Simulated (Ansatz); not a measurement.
Species: sum formula GeOBr, net charge -1, singlet state. 
Structure (B3LYP-D3(BJ)/def2-TZVP (Ansatz, a program for electronic structure) minimum search):
```
Ge
O 1 1.6658
Br 1 2.7332 2 108.82
```
Charge -1, spin multiplicity 1.

Basis-set convergence of Hartree-Fock and CCSD correlation energies (hartree) with Ansatz. Correlated levels leave the core frozen unless marked. Spin-orbit coupling is left out. Frozen are the shells of the preceding noble gas and the d and f shells that filled before the atom's block. No relativistic terms.

```
basis        functions        E(HF)  E(corr, CCSD)
-----------  ---------  -----------  -------------
aug-cc-pVDZ         95  -4722.69367       -0.43997
aug-cc-pVTZ        164          ___            ___
```

Task: What belongs in the gaps?

Result: 
- aug-cc-pVTZ, E(HF): -4722.85704
- aug-cc-pVTZ, E(corr, CCSD): -0.53928
